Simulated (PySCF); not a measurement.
PySCF 2.14 output of an unrestricted LDA calculation on a single atom or ion in aug-cc-pVTZ-DK (6s5p3d2f, 50 functions), with the spin-free X2C one-electron Hamiltonian (Gaussian nucleus):

```
SCF conv_tol = 1e-09
number electrons alpha = 7  beta = 5
    P. A. M. Dirac.,  Math. Proc. Cambridge Philos. Soc. 26, 376 (1930)
    F. Bloch.,  Z. Phys. 57, 545 (1929)
    S. H. Vosko, L. Wilk, and M. Nusair.,  Can. J. Phys. 58, 1200 (1980)
cycle= 1 E= -199.330979543351  delta_E= -0.00586  |g|= 0.0388  |ddm|= 0.971
cycle= 2 E= -199.331357970277  delta_E= -0.000378  |g|= 0.0152  |ddm|= 0.315
cycle= 3 E= -199.331432890749  delta_E= -7.49e-05  |g|= 0.000417  |ddm|= 0.0961
cycle= 4 E= -199.331433105563  delta_E= -2.15e-07  |g|= 1.88e-05  |ddm|= 0.00812
cycle= 5 E= -199.331433106554  delta_E= -9.9e-10  |g|= 3.05e-07  |ddm|= 0.00047
converged SCF energy = -199.331433106554  <S^2> = 2.0000606  2S+1 = 3.0000404
```

The run itself started from symmetry-adapted Hartree-Fock orbitals and held the occupation by maximum overlap, on a logarithmic radial grid, so the iterations belong to that start.

**Question.** Which element, charge and spin multiplicity is this?

**Answer.** Mg (magnesium, neutral), multiplicity 3; the state was [Ne] 3s1 3p1, high-spin 3P determinant (an excited configuration).
